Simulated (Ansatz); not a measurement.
System: C6H11, charge -1, multiplicity 1. It need not be the lowest isomer of its formula. Whether it binds its extra electron was not tested at this geometry. 
Geometry from a B3LYP-D3(BJ)/def2-TZVP (Ansatz, an electronic-structure program) optimisation:
```xyz
17

C      2.8275    -0.0255     0.5195
C      1.6860     0.5862    -0.2943
C      0.3034     0.0152     0.0350
C     -0.8243     0.6239    -0.7756
C     -2.0524     0.1470    -0.5067
C     -2.4229    -0.9280     0.5145
H      3.7998     0.4070     0.2583
H      2.6716     0.1288     1.5923
H      2.8896    -1.1068     0.3579
H      1.6529     1.6703    -0.1431
H      1.8676     0.4456    -1.3651
H      0.1382     0.1515     1.1237
H      0.3549    -1.0839    -0.1079
H     -2.9201     0.5378    -1.0518
H     -2.1381    -0.6486     1.5395
H     -3.5017    -1.1288     0.5241
H     -1.9185    -1.8853     0.3173
```
Charge -1, spin multiplicity 1.

Basis-set convergence of Hartree-Fock and MP2 correlation energies (hartree) with Ansatz. Valence correlation only, unless marked. No spin-orbit coupling. No relativistic terms. This anion needs diffuse functions, which these sets lack.

```
basis    functions       E(HF)  E(corr, MP2)
-------  ---------  ----------  ------------
cc-pVDZ        139  -233.50715      -0.85575
cc-pVTZ        334  -233.57668      -1.04692
cc-pVQZ        660           …             …
```

Q: Some entries are withheld; supply them.

A: 
- cc-pVQZ, E(HF): -233.59469
- cc-pVQZ, E(corr, MP2): -1.11239
